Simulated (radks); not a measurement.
Task: Pr44+, 15 electrons, occupied as [Ne] 3s2 3p3 (the NIST ground configuration). Method: scalar-relativistic Kohn-Sham, BLYP, spin-polarised, spherical densities, finite nucleus; open shells are filled with parallel spins first (spin-orbit coupling, left out, can overturn this in heavy ions); Fermi nuclear charge, rms radius 4.8919 fm; computed with a radial shooting solver on a logarithmic mesh with Libxc functionals. Some entries of the table are withheld. Estimate them.

orbital  occ.  eigenvalue (Ry)  r(max) (bohr)  <r> (bohr)
1s up       1        -3283.109        0.01541     0.02409
1s down     1        -3282.497        0.01541     0.02409
2s up       1        -694.9211        0.08671      0.1018
2s down     1        -694.4612        0.08673      0.1017
2p up       3        -644.9551        0.06972     0.08918
2p down     3        -644.3135        0.06977     0.08916
3s up       1              (1)         0.2339      0.2468
3s down     1              (2)         0.2340      0.2472
3p up       3        -258.7690         0.2258         (3)
3p down     0        -256.7583         0.2258         (4)
3d up       0        -241.8612         0.1796      0.2116
3d down     0        -240.1914         0.1786      0.2113
4s up       0        -144.7371         0.4667      0.4643
4s down     0        -144.3686         0.4694      0.4677

Result: 
(1) 3s up eigenvalue (Ry): -274.1751
(2) 3s down eigenvalue (Ry): -272.1650
(3) 3p up <r> (bohr): 0.2399
(4) 3p down <r> (bohr): 0.2403
